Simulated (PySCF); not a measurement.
**Removing an electron from `C=C[C@@H]1C[P@]1(P)=S`**

C4H8P2S.
Z-matrix (Å and degrees, PBE0-D3(BJ)/def2-SVP geometry), rows numbered from 1:
```
C 
C   1  1.3353
C   2  1.4732  1  124.23
C   3  1.5374  2  119.89  1  -141.89
P   4  1.8080  3   66.33  2  -108.87
P   5  2.2000  3  105.52  4    98.85
S   5  1.9417  3  124.72  4  -108.27
H   1  1.0925  2  121.12  3  -178.94
H   1  1.0946  2  121.66  3     0.86
H   2  1.0965  1  119.87  3   178.47
H   3  1.0964  2  114.95  1     2.21
H   4  1.0946  3  117.69  5  -112.95
H   4  1.0956  3  116.01  5   106.59
H   6  1.4279  5   92.85  3  -160.23
H   6  1.4273  5   92.37  3   106.41
```

Level: PBE0/def2-SVPD (PySCF). Frontier orbitals with their largest atomic shares (Löwdin; up to four atoms above 4 %):

```json
{"orbital": "HOMO−3", "ε (eV)": "-8.77", "main atoms": "P6 52 %, S7 16 %, P5 12 %, H15 7 %"}
{"orbital": "HOMO−2", "ε (eV)": "-7.65", "main atoms": "C1 30 %, C2 27 %, S7 13 %, P5 7 %"}
{"orbital": "HOMO−1", "ε (eV)": "-6.70", "main atoms": "S7 66 %, P6 13 %, P5 12 %"}
{"orbital": "HOMO", "ε (eV)": "-6.40", "main atoms": "?"}
{"orbital": "LUMO", "ε (eV)": "-1.05", "main atoms": "P6 40 %, P5 17 %, S7 16 %, C3 5 %"}
{"orbital": "LUMO+1", "ε (eV)": "-0.54", "main atoms": "P5 19 %, C1 15 %, P6 14 %, C2 13 %"}
{"orbital": "LUMO+2", "ε (eV)": "0.07", "main atoms": "P6 26 %, C4 12 %, H15 12 %, S7 10 %"}
```

Question: What vertical ionisation energy does ΔSCF give, and how far is −ε(HOMO) from it?

Answer: ΔSCF: 8.09 eV (780 kJ/mol; threshold wavelength 153 nm); ⟨S²⟩ of the doublet left behind is 0.764, against 0.75 for a pure doublet. −ε(HOMO) is 6.40 eV, 1.69 eV below it. In exact Kohn–Sham theory the two would be equal; PBE0 (global hybrid, 25 % exact exchange) falls short of its own ΔSCF value by 21 %.

Question: On which atoms does the HOMO lie?

Answer: S7 (sulfur bonded to P) 58 %, P5 (phosphorus bonded to 2 C, P and S) 15 %, C3 (sp3 carbon bound to phosphorus) 10 %, C4 (sp3 carbon bound to phosphorus) 6 %, so more than half of it is on one atom. The HOMO−1 lies 0.30 eV lower.

Question: What kinetic energy would electrons from this vertical process carry with He I light (21.218 eV)?

Answer: 21.22 − 8.09 = 13.13 eV.

Question: How many of the 10 lowest singlet excitations (vertical TDDFT, same level) lie below the ionisation energy?

Answer: All 10; they run from 4.12 to 5.88 eV.

Question: With α = 128.1 au, estimate the like-pair dispersion coefficient by London's formula C6 = (3/4)α²I.

Answer: I = 0.2972 Eh, so C6 ≈ 3660 au; the Casimir–Polder integral at the same level gives 5300 au, 1.45 times as much.

The structure is a single PBE0-D3(BJ)/def2-SVP conformer in the gas phase; no vibrational or solvent corrections.
